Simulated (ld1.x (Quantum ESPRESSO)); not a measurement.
# Ranking TM potentials for oxygen

All share these settings but for the change named:

```
Element                 : O
Generator               : ld1.x (Quantum ESPRESSO) 7.5
Type                    : norm-conserving Troullier–Martins (Kleinman–Bylander form)
Functional              : PBE
Relativity              : scalar-relativistic
Frozen core             : [He]
Valence charge          : 6
Reference configuration : 2s2 2p3 (charge +1)
Partial waves           : 2s (bound): rc 0.85 bohr; 2p (bound): rc 1.45 bohr; 3d channel at 0.25 Ry: rc 1.20 bohr
Local potential         : the d channel
Core correction         : Bessel-smoothed model core, default radius (core density twice the valence density)
```

Test errors are all-electron minus pseudo excitation energies from the reference, over 2s2 2p4; 2s2 2p2; 2s2 2p1; 2s1 2p5; 2s2 2p0; 2s2 2p4.3; 2s0 2p6. None of these files shows a bound ghost.

The base gives 1653.3 meV.

Of 12 variants that were run, those that failed, showed a ghost or another fault, or gave nearly equal values are left out.

A variant can come out equal or close to the base, since the largest error may sit in a test that the change hardly touches while other tests move.

**Question.** Rank these variants by their largest absolute test error, smallest first.
A. local potential the p channel
B. wave 2s (bound): rc 0.85 bohr becomes 2s (bound): rc 1.06 bohr
C. wave 2p (bound): rc 1.45 bohr becomes 2p (bound): rc 1.68 bohr
D. all radii but the core radius scaled by about 0.87 (s 0.74, p 1.26, d 1.04 bohr)

**Answer.** D (945.7 meV), A (1525.2 meV), B (1811.7 meV), C (2753.7 meV).
